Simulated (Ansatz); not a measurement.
Bond stretch in NaBr, singlet.

- RHF/cc-pVDZ (Ansatz, an electronic-structure program)
- RMP2 = MP2 on RHF/cc-pVDZ, cores with 3d frozen (Ansatz)
- RCCSD = CCSD on RHF/cc-pVDZ, cores with 3d frozen in Ansatz
- RCCSD(T) = CCSD(T) on RHF/cc-pVDZ, cores with 3d frozen run with Ansatz
- UHF/cc-pVDZ (Ansatz)
- RCCSDT = Ansatz with CCSDT on RHF/cc-pVDZ, cores with 3d frozen
- RCCSDT(Q) = CCSDT(Q) on RHF/cc-pVDZ, cores with 3d frozen (Ansatz)
- RCCSDTQ = CCSDTQ on RHF/cc-pVDZ, cores with 3d frozen run with Ansatz
- RKS-PBE = restricted PBE/cc-pVDZ in Ansatz
- UKS-PBE = Ansatz with unrestricted PBE/cc-pVDZ
- RKS-B3LYP = restricted B3LYP/cc-pVDZ (Ansatz)
- UKS-B3LYP = Ansatz with unrestricted B3LYP/cc-pVDZ
- FCI = full CI/cc-pVDZ, cores with 3d frozen (Ansatz)

All curves are set to zero at 2.59 Å and compared with full CI in the same basis at 2.59, 2.66, 2.77, 2.92, 3.05, 3.34, 3.73, 4.07, 4.59, 5.01, 5.50, 6.13, 6.89, 7.50 Å.

Task: Order the methods by the spread of their error (largest minus smallest) over these points.

Result: RHF has the smallest spread and UKS-PBE the largest. In order (kcal/mol): RHF 9.60, RMP2 9.79, RKS-B3LYP 10.38, RCCSD 11.58, RCCSDT 12.14, RCCSDTQ 12.17, RCCSD(T) 12.25, RCCSDT(Q) 12.62, UKS-B3LYP 14.54, RKS-PBE 14.72, UHF 16.14, UKS-PBE 18.07.

Errors against full CI at some of the points (kcal/mol):

| method | 3.34 Å | 3.73 Å | 5.01 Å | 6.13 Å | 7.50 Å |
|---|---|---|---|---|---|
| RHF | 0.1 | -0.3 | -1.7 | -1.1 | 7.7 |
| RMP2 | 0.1 | 0.1 | -0.1 | 1.1 | 9.7 |
| RKS-B3LYP | 0.8 | 0.0 | -5.3 | -9.4 | -6.3 |
| RCCSD | 0.1 | 0.1 | -0.1 | 0.8 | 11.5 |
| RCCSDT | 0.0 | 0.0 | 0.0 | 0.1 | 12.1 |
| RCCSDTQ | 0.0 | 0.0 | 0.0 | 0.0 | 12.2 |
| RCCSD(T) | 0.0 | 0.0 | 0.0 | 0.2 | 12.3 |
| RCCSDT(Q) | 0.0 | 0.0 | 0.0 | -0.5 | 12.2 |
| UKS-B3LYP | 0.8 | 0.0 | -6.5 | -13.5 | -12.6 |
| RKS-PBE | 0.0 | -1.3 | -8.6 | -14.2 | -12.3 |
| UHF | 0.1 | -0.3 | -1.7 | -13.2 | -15.9 |
| UKS-PBE | 0.0 | -1.3 | -9.5 | -17.2 | -16.7 |

The restricted form behind RHF, RMP2, RKS-PBE, RKS-B3LYP keeps the bonding electrons paired and can't separate into open-shell fragments. The T1 diagnostic of CCSD on the restricted reference of RMP2, RCCSD, RCCSD(T), RCCSDT, RCCSDT(Q), RCCSDTQ exceeds 0.045 at 5.50 to 7.50 Å. The unrestricted determinant behind UHF is spin-contaminated at 5.50 to 7.50 Å (<S²> up to 1.0, against 0.00 for a pure singlet). The unrestricted determinant behind UKS-PBE, UKS-B3LYP is spin-contaminated at 4.59 to 7.50 Å (<S²> up to 0.6, against 0.00 for a pure singlet).
